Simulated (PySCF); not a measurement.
Al(Me)2(F) (C2H6AlF), SMILES [CH3][Al]([CH3])[F]. Coordinates come from a PBE-D3(BJ)/def2-SVP optimisation. The isomer is the one that the SMILES or the coordinates give; other isomers of the formula were not compared.

Computed equilibrium geometry at PBE-D3(BJ)/def2-SVP (PySCF confirms it by a frequency run) as a Z-matrix, and its point group:
point group C2.
```
Al
F 1 1.6895
C 1 1.9561 2 116.55
H 3 1.1094 1 112.62 2 -159.30
H 3 1.1095 4 108.44 1 -124.38
H 3 1.1121 4 107.05 5 -114.69
C 1 1.9561 2 116.55 3 180.00
H 7 1.1094 1 112.62 2 -159.30
H 7 1.1095 8 108.44 1 -124.38
H 7 1.1121 8 107.05 9 -114.69
```
Charge 0, spin multiplicity 1.
